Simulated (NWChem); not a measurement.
Everything below was run with NWChem. System: disilylmethane (CH8Si2), charge 0, spin multiplicity 1, at a geometry optimised with PBE0/def2-SVP. Level: G0W0@PBE/def2-TZVP, RI basis def2-tzvp-rifit.

Input file:

```
start mol
memory heap 200 mb stack 700 mb global 1700 mb
geometry units angstroms nocenter noautoz
  Si    -1.595063     0.000000     0.181922
  C      0.000000     0.000000    -0.819250
  Si     1.595063     0.000000     0.181922
  H     -2.788234     0.000000    -0.719950
  H     -1.663337    -1.212437     1.054581
  H     -1.663337     1.212437     1.054581
  H      0.000000     0.885490    -1.478376
  H      0.000000    -0.885490    -1.478376
  H      1.663337    -1.212437     1.054581
  H      1.663337     1.212437     1.054581
  H      2.788234     0.000000    -0.719950
  symmetry group C2v
end
basis spherical
  * library def2-tzvp
end
basis "ri basis" bse spherical
  * library def2-tzvp-rifit
end
dft
  xc xpbe96 cpbe96
  iterations 100
  direct
  tolerances tight
end
task dft energy
gw
  method cdgw
  states alpha occ 4 vir 2
end
task dft gw
```

NWChem printed:

```
             Northwest Computational Chemistry Package (NWChem) 7.3.0
             --------------------------------------------------------

                                NWChem Input Module
                                -------------------

 Scaling coordinates for geometry "geometry" by  1.889725989
 (inverse scale =  0.529177249)

 Turning off AUTOSYM since
 SYMMETRY directive was detected!

                             Geometry "geometry" -> ""
                             -------------------------

 Output coordinates in angstroms (scale by  1.889725989 to convert to a.u.)

  No.       Tag          Charge          X              Y              Z
 ---- ---------------- ---------- -------------- -------------- --------------
    1 Si                  14.0000    -1.59506300     0.00000000     0.18192200
    2 C                    6.0000     0.00000000     0.00000000    -0.81925000
    3 Si                  14.0000     1.59506300     0.00000000     0.18192200
    4 H                    1.0000    -2.78823400     0.00000000    -0.71995000
    5 H                    1.0000    -1.66333700    -1.21243700     1.05458100
    6 H                    1.0000    -1.66333700     1.21243700     1.05458100
    7 H                    1.0000     0.00000000     0.88549000    -1.47837600
    8 H                    1.0000     0.00000000    -0.88549000    -1.47837600
    9 H                    1.0000     1.66333700    -1.21243700     1.05458100
   10 H                    1.0000     1.66333700     1.21243700     1.05458100
   11 H                    1.0000     2.78823400     0.00000000    -0.71995000

 Effective nuclear repulsion energy (a.u.)     150.3009345916

            Nuclear Dipole moment (a.u.)
            ----------------------------
        X                 Y               Z
 ---------------- ---------------- ----------------
     0.0000000000     0.0000000000    -0.0000226767

      Symmetry information
      --------------------

 Group name             C2v
 Group number             16
 Group order               4
 No. of unique centers     5

      Symmetry unique atoms

     1    2    4    5    7


 Summary of "ao basis" -> "" (spherical)
 ------------------------------------------------------------------------------
       Tag                 Description            Shells   Functions and Types
 ---------------- ------------------------------  ------  ---------------------
 *                         def2-tzvp                  on all atoms

 new library libraries.bse/

 Summary of "ri basis" -> "" (spherical)
 ------------------------------------------------------------------------------
       Tag                 Description            Shells   Functions and Types
 ---------------- ------------------------------  ------  ---------------------
 *                      def2-tzvp-rifit               on all atoms

  pbe96 is a nonlocal functional; adding pw91lda local functional.

                                 NWChem DFT Module
                                 -----------------

 Summary of "ao basis" -> "ao basis" (spherical)
 ------------------------------------------------------------------------------
       Tag                 Description            Shells   Functions and Types
 ---------------- ------------------------------  ------  ---------------------
 Si                        def2-tzvp                13       37   5s5p2d1f
 C                         def2-tzvp                11       31   5s3p2d1f
 H                         def2-tzvp                 4        6   3s1p
[...]
   Bfn.  Coefficient  Atom+Function         Bfn.  Coefficient  Atom+Function
  ----- ------------  ---------------      ----- ------------  ---------------
    43      0.261830   2 C  px               15     -0.216075   1 Si px
    83     -0.216075   3 Si px               46      0.211022   2 C  px
   107      0.169589   4 H  s               149     -0.169589  11 H  s
    49      0.121518   2 C  px              108      0.120173   4 H  s
   150     -0.120173  11 H  s               106      0.104691   4 H  s

 Vector   22  Occ=0.000000D+00  E=-2.076215D-02  Symmetry=a1
              MO Center=  6.0D-14,  1.2D-14, -8.0D-02, r^2= 7.8D+00
   Bfn.  Coefficient  Atom+Function         Bfn.  Coefficient  Atom+Function
  ----- ------------  ---------------      ----- ------------  ---------------
    42      2.743450   2 C  s                18     -0.736831   1 Si px
    86      0.736831   3 Si px              126     -0.638975   7 H  s
   132     -0.638975   8 H  s                20      0.557759   1 Si pz
    88      0.557759   3 Si pz                5     -0.398377   1 Si s
    73     -0.398377   3 Si s               114     -0.256391   5 H  s

 Vector   23  Occ=0.000000D+00  E=-1.581198D-03  Symmetry=a1
              MO Center=  1.1D-13, -1.6D-14,  3.7D-01, r^2= 6.0D+00
   Bfn.  Coefficient  Atom+Function         Bfn.  Coefficient  Atom+Function
  ----- ------------  ---------------      ----- ------------  ---------------
   108      0.877743   4 H  s               150      0.877743  11 H  s
    20      0.702038   1 Si pz               88      0.702038   3 Si pz
    18      0.397649   1 Si px               86     -0.397649   3 Si px
    51     -0.345122   2 C  pz                5     -0.319069   1 Si s
    73     -0.319069   3 Si s               114     -0.221453   5 H  s

 Vector   24  Occ=0.000000D+00  E= 1.604411D-02  Symmetry=a2
              MO Center= -2.7D-15, -1.4D-16, -1.8D-01, r^2= 7.0D+00
   Bfn.  Coefficient  Atom+Function         Bfn.  Coefficient  Atom+Function
  ----- ------------  ---------------      ----- ------------  ---------------
    19      1.063456   1 Si py               87     -1.063456   3 Si py
   114      0.740409   5 H  s               120     -0.740409   6 H  s
   138     -0.740409   9 H  s               144      0.740409  10 H  s
    16      0.183090   1 Si py               84     -0.183090   3 Si py
    22     -0.105029   1 Si d -1             90      0.105029   3 Si d -1

 center of mass
 --------------
 x =   0.00000000 y =   0.00000000 z =   0.00418918

 moments of inertia (a.u.)
 ------------------
          97.652609334575           0.000000000000           0.000000000000
           0.000000000000         675.009091391511           0.000000000000
           0.000000000000           0.000000000000         630.968735965586

     Multipole analysis of the density
     ---------------------------------

     L   x y z        total         alpha         beta         nuclear
     -   - - -        -----         -----         ----         -------
     0   0 0 0     -0.000000    -21.000000    -21.000000     42.000000

     1   1 0 0      0.000000      0.000000      0.000000      0.000000
     1   0 1 0      0.000000      0.000000      0.000000      0.000000
     1   0 0 1     -0.348080     -0.174029     -0.174029     -0.000023

     2   2 0 0    -30.033244   -189.737344   -189.737344    349.441445
     2   1 1 0      0.000000      0.000000      0.000000      0.000000
     2   1 0 1      0.000000      0.000000      0.000000      0.000000
     2   0 2 0    -27.928320    -27.263159    -27.263159     26.597998
     2   0 1 1      0.000000      0.000000      0.000000      0.000000
     2   0 0 2    -27.858582    -40.373222    -40.373222     52.887863

 Task  times  cpu:       21.9s     wall:       21.9s

                                NWChem Input Module
                                -------------------

                                 NWChem GW Module
                                 ----------------

                             ***********************
                             ***        GW       ***
                             ***********************

 Summary of "ri basis" -> "ri basis" (spherical)
 ------------------------------------------------------------------------------
       Tag                 Description            Shells   Functions and Types
 ---------------- ------------------------------  ------  ---------------------
 Si                     def2-tzvp-rifit             29      113   9s7p6d5f2g
 C                      def2-tzvp-rifit             22       76   8s6p4d3f1g
 H                      def2-tzvp-rifit              7       15   4s2p1d

                 Memory Information
                 ------------------
          Available GA per process is          1699.8 MBs
          Available stack per process is        700.0 MBs
          Available heap per process is           0.0 MBs

          Peak memory in Initialization
              Peak GA per process is                 12.9 MBs
              Peak stack per process is               0.3 MBs
              Peak heap per process is               13.4 MBs
              Memory not in MA per process            0.0 MBs

          Peak memory in CDGW Calculation
              Peak GA per process is                 15.8 MBs
              Peak stack per process is               2.7 MBs
              Peak heap per process is                3.1 MBs
              Memory not in MA per process            0.0 MBs

          Computing 2-center integrals
          Computing Inverse Cholesky factor
          Computing 3-center integrals
          Computing Vxc

          Computing Sigma_x
          Computing W(iw) on the imaginary grid
          Solving quasiparticle equations

                  Alpha Orbitals
          State     Energy (eV)     Error (eV)
          -----------------------------------
@GW        18        -11.494           0.002
@GW        19        -11.434           0.002
@GW        20        -10.987           0.002
@GW        21        -10.489           0.002
@GW        22          1.829           0.002
@GW        23          2.548           0.002

     GW Timing Statistics
   ------------------------
   Init.   :          0.1s
     ERIs  :          3.3s
     Distr.:          0.0s
     Vxc   :          0.5s
   Vmo     :          0.0s
   iW      :          5.2s
   I_n     :          0.0s
   R_n     :          0.4s
   GW total:          9.6s

 Task  times  cpu:        9.6s     wall:        9.6s

 Total times  cpu:       31.5s     wall:       31.5s
```
